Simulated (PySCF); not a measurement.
C5H14NSi, doublet, geometry from GFN2-xTB; MN15/STO-3G run with PySCF.

Here is a job for PySCF.
```python
from pyscf import gto, scf, dft

mol = gto.Mole()
mol.atom = '''
    C     2.52483697   -0.83764157   -0.66855816
    C     1.07795842   -1.11911637   -0.54602864
    N     0.18755643   -0.19103644   -0.04879459
    Si    0.65901548    1.43393237    0.33800569
    C    -1.20609985   -0.61191186   -0.02352145
    C    -1.74669384   -0.66068474    1.40539494
    C    -2.08002934    0.26704418   -0.91644687
    H     3.04371304   -0.84743859    0.29950352
    H     2.99084270   -1.59401310   -1.29821023
    H     2.69563894    0.14392672   -1.11367476
    H     0.73975745   -2.14042363   -0.59344699
    H     0.90514755    2.25766022   -0.86178526
    H    -0.43699580    2.04672408    1.08653232
    H     1.86855232    1.39154233    1.15936775
    H    -1.24011627   -1.63161948   -0.42752807
    H    -2.74162412   -1.09976470    1.41041066
    H    -1.80370875    0.33635085    1.83146497
    H    -1.09377690   -1.26695177    2.02864869
    H    -1.65890597    0.31241008   -1.91788176
    H    -2.14426915    1.27658572   -0.52078626
    H    -3.08320101   -0.14892486   -0.97817084
'''
mol.basis = 'sto-3g'
mol.spin = 1
mol.verbose = 4
mol.build()

mf = dft.UKS(mol)
mf.xc = 'mn15'
mf.kernel()
mf.analyze()
```

What does PySCF print? Leave out banner, timings and long lists.


```
PySCF version 2.14.0

[INPUT] verbose = 4
[INPUT] num. atoms = 21
[INPUT] num. electrons = 65
[INPUT] charge = 0
[INPUT] spin (= nelec alpha-beta = 2S) = 1
[INPUT] symmetry False subgroup None
[INPUT] Mole.unit = angstrom
[INPUT] Symbol           X                Y                Z      unit          X                Y                Z       unit  Magmom
[...]
nuclear repulsion = 399.958408851753
number of shells = 37
number of NR pGTOs = 159
number of NR cGTOs = 53
basis = sto-3g
ecp = {}

******** <class 'pyscf.dft.uks.UKS'> ********
method = UKS
initial guess = minao
damping factor = 0
level_shift factor = 0
DIIS = <class 'pyscf.scf.diis.CDIIS'>
diis_start_cycle = 1
diis_space = 8
diis_damp = 0
SCF conv_tol = 1e-09
SCF conv_tol_grad = None
SCF max_cycles = 50
direct_scf = True
direct_scf_tol = 1e-13
number electrons alpha = 33  beta = 32
XC library pyscf.dft.libxc version 7.1.2
    S. Lehtola, C. Steigemann, M. J. T. Oliveira, and M. A. L. Marques,  SoftwareX 7, 1–5 (2018)
XC functionals = mn15
    H. S. Yu, X. He, S. L. Li, and D. G. Truhlar,  Chem. Sci. 7, 5032–5051 (2016)
    H. S. Yu, X. He, S. L. Li, and D. G. Truhlar,  Chem. Sci. 7, 5032–5051 (2016)
radial grids:
    Treutler-Ahlrichs [JCP 102, 346 (1995); DOI:10.1063/1.469408] (M4) radial grids

becke partition: Becke, JCP 88, 2547 (1988); DOI:10.1063/1.454033
pruning grids: <function nwchem_prune>
grids dens level: 3
symmetrized grids: False
atomic radii adjust function: <function treutler_atomic_radii_adjust>
small_rho_cutoff = 0
Set gradient conv threshold to 3.16228e-05
tot grids = 240984
init E= -535.005028182348

cycle= 1 E= -534.373046121111  delta_E= 0.632  |g|= 0.241  |ddm|= 3.89
cycle= 2 E= -534.394812093223  delta_E= -0.0218  |g|= 0.185  |ddm|= 0.611
cycle= 3 E= -534.414846492639  delta_E= -0.02  |g|= 0.0353  |ddm|= 0.28
cycle= 4 E= -534.415548791689  delta_E= -0.000702  |g|= 0.01  |ddm|= 0.0559
cycle= 5 E= -534.415640582276  delta_E= -9.18e-05  |g|= 0.00253  |ddm|= 0.0197
cycle= 6 E= -534.415646477404  delta_E= -5.9e-06  |g|= 0.00104  |ddm|= 0.00498
cycle= 7 E= -534.415647764684  delta_E= -1.29e-06  |g|= 0.000138  |ddm|= 0.00286
cycle= 8 E= -534.415647788141  delta_E= -2.35e-08  |g|= 4.25e-05  |ddm|= 0.000395
cycle= 9 E= -534.415647790069  delta_E= -1.93e-09  |g|= 1.01e-05  |ddm|= 9.56e-05
cycle= 10 E= -534.41564779021  delta_E= -1.41e-10  |g|= 2.7e-06  |ddm|= 3.04e-05
Extra cycle  E= -534.41564779022  delta_E= -9.78e-12  |g|= 1.32e-06  |ddm|= 6.46e-06
converged SCF energy = -534.41564779022  <S^2> = 0.75288764  2S+1 = 2.0028856
**** SCF Summaries ****
Total Energy =                        -534.415647790219964
Nuclear Repulsion Energy =             399.958408851752836
One-electron Energy =                -1530.031659219158428
Two-electron Energy =                  595.657602577185571
Two-electron Coulomb Energy =          653.667099615396069
DFT Exchange-Correlation Energy =      -58.009497038210505
**** MO energy ****
                             alpha | beta                alpha | beta
[...]
To work with the spin densities directly, `use mulliken_meta_spin()` only printing them here.

 ** Mulliken spin pop alpha/beta on meta-lowdin orthogonal AOs **
 ** Mulliken Spin Density (per AO)  **
spin_pop of  0 C 1s        0.00000
spin_pop of  0 C 2s       -0.00980
spin_pop of  0 C 2px      -0.02317
spin_pop of  0 C 2py      -0.00747
spin_pop of  0 C 2pz      -0.01184
spin_pop of  1 C 1s       -0.00000
spin_pop of  1 C 2s        0.03549
spin_pop of  1 C 2px       0.05441
spin_pop of  1 C 2py       0.05683
spin_pop of  1 C 2pz       0.65569
spin_pop of  2 N 1s       -0.00000
spin_pop of  2 N 2s       -0.00204
spin_pop of  2 N 2px       0.00044
spin_pop of  2 N 2py       0.01119
spin_pop of  2 N 2pz       0.18081
spin_pop of  3 Si 1s       -0.00000
spin_pop of  3 Si 2s        0.00000
spin_pop of  3 Si 3s       -0.00100
spin_pop of  3 Si 2px       0.00000
spin_pop of  3 Si 2py       0.00001
spin_pop of  3 Si 2pz       0.00001
spin_pop of  3 Si 3px      -0.00027
spin_pop of  3 Si 3py      -0.00167
spin_pop of  3 Si 3pz       0.00572
spin_pop of  4 C 1s        0.00000
spin_pop of  4 C 2s       -0.00120
spin_pop of  4 C 2px      -0.00243
spin_pop of  4 C 2py      -0.00149
spin_pop of  4 C 2pz      -0.00177
spin_pop of  5 C 1s        0.00000
spin_pop of  5 C 2s        0.00145
spin_pop of  5 C 2px       0.00084
spin_pop of  5 C 2py       0.00029
spin_pop of  5 C 2pz       0.00460
spin_pop of  6 C 1s        0.00000
spin_pop of  6 C 2s        0.00152
spin_pop of  6 C 2px       0.00175
spin_pop of  6 C 2py       0.00189
spin_pop of  6 C 2pz       0.00220
spin_pop of  7 H 1s        0.04102
spin_pop of  8 H 1s        0.01000
spin_pop of  9 H 1s        0.01815
spin_pop of  10 H 1s       -0.03339
spin_pop of  11 H 1s        0.00885
spin_pop of  12 H 1s        0.00122
spin_pop of  13 H 1s        0.00296
spin_pop of  14 H 1s        0.00057
spin_pop of  15 H 1s        0.00012
spin_pop of  16 H 1s       -0.00023
spin_pop of  17 H 1s       -0.00031
spin_pop of  18 H 1s       -0.00021
spin_pop of  19 H 1s       -0.00026
spin_pop of  20 H 1s        0.00048
 ** Mulliken Spin Density (per atom)  **
spin density of  0 C =     -0.05227
spin density of  1 C =      0.80242
spin density of  2 N =      0.19040
spin density of  3 Si =      0.00281
spin density of  4 C =     -0.00689
spin density of  5 C =      0.00718
spin density of  6 C =      0.00737
spin density of  7 H =      0.04102
spin density of  8 H =      0.01000
spin density of  9 H =      0.01815
spin density of  10 H =     -0.03339
spin density of  11 H =      0.00885
spin density of  12 H =      0.00122
spin density of  13 H =      0.00296
spin density of  14 H =      0.00057
spin density of  15 H =      0.00012
spin density of  16 H =     -0.00023
spin density of  17 H =     -0.00031
spin density of  18 H =     -0.00021
spin density of  19 H =     -0.00026
spin density of  20 H =      0.00048
 ** Mulliken pop alpha/beta on meta-lowdin orthogonal AOs **
 ** Mulliken pop       alpha | beta **
In total            33.00000 | 32.00000
 ** Mulliken atomic charges   ( Nelec_alpha | Nelec_beta ) **
charge of  0C =     -0.14400  (     3.04587      3.09814 )
charge of  1C =     -0.07267  (     3.43755      2.63512 )
charge of  2N =     -0.24824  (     3.71932      3.52892 )
charge of  3Si =      0.64270  (     6.68006      6.67725 )
charge of  4C =      0.06311  (     2.96500      2.97189 )
charge of  5C =     -0.14326  (     3.07522      3.06804 )
charge of  6C =     -0.14377  (     3.07557      3.06820 )
charge of  7H =      0.03478  (     0.50312      0.46210 )
charge of  8H =      0.04760  (     0.48120      0.47120 )
charge of  9H =      0.03570  (     0.49123      0.47308 )
charge of  10H =      0.01555  (     0.47553      0.50892 )
charge of  11H =     -0.13688  (     0.57286      0.56401 )
charge of  12H =     -0.13274  (     0.56698      0.56576 )
charge of  13H =     -0.12981  (     0.56639      0.56342 )
charge of  14H =      0.04424  (     0.47816      0.47759 )
charge of  15H =      0.04452  (     0.47780      0.47768 )
charge of  16H =      0.04229  (     0.47874      0.47897 )
charge of  17H =      0.04652  (     0.47658      0.47690 )
charge of  18H =      0.04708  (     0.47635      0.47656 )
charge of  19H =      0.04076  (     0.47949      0.47975 )
charge of  20H =      0.04650  (     0.47699      0.47651 )
Dipole moment(X, Y, Z, Debye): -0.77276,  0.48652,  0.28412
```
